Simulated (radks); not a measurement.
These are the eigenvalues of the occupied orbitals of an atom or ion with whole-number occupations (hartree). Calculated with a radial shooting solver on a logarithmic mesh with Libxc functionals: Dirac Kohn-Sham, PBE, spin-unpolarised, spherical densities, finite nucleus; Fermi nuclear charge, rms radius of each element as measured or else 0.836 A^(1/3) + 0.57 fm.

1s1/2: -22.80148
2s1/2: -3.77496

Which element is it, and in what charge state? The configuration may be excited. Open shells, if any, fill j = l - 1/2 first.

Answer. Z = 8, oxygen, charge +4: O4+ in [He] 2s2. The 1s level, -22.801 hartree, gives Z - s = 6.8 by -(Z - s)^2/2, which with screening and relativity narrows Z to a few neighbours, and the depths must fix Z and the occupations together.
